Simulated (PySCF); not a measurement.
**Working out the ionisation energy of Kr⁺**

Kr⁺ [Ar] 3d10 4s2 4p5 (2P) → Kr²⁺ [Ar] 3d10 4s2 4p4 (3P). All numbers are calculated (PySCF 2.14, the spin-free X2C one-electron Hamiltonian (Gaussian nucleus), in x2c-SVPall (5s4p3d, 32 functions)). Frozen: [Ar] 3d10. Energies in hartree (1 hartree = 27.21139 eV):

```csv
part,Kr⁺ (lower),Kr²⁺ (upper)
UHF,-2787.203873,-2786.343666
CCSD correlation,-0.115077,-0.095174
(T),-0.001271,-0.001047
```

What does Hartree-Fock give?

(-2786.343666) − (-2787.203873) = 0.860207 hartree = 23.407 eV.

What do CCSD and CCSD(T) give?

The CCSD correlation energies differ by 0.019903 hartree = 0.542 eV and the triples by 0.000224 hartree = 0.006 eV, so CCSD gives 23.949 eV and CCSD(T) 23.955 eV.

Reference: 24.360 eV (measured; NIST Atomic Spectra Database, ionization energies), between the lowest levels; spin-orbit coupling is absent from the calculation.

A double-zeta basis recovers only part of the correlation energy.

What remains against the reference includes basis incompleteness, the frozen core and higher excitations.
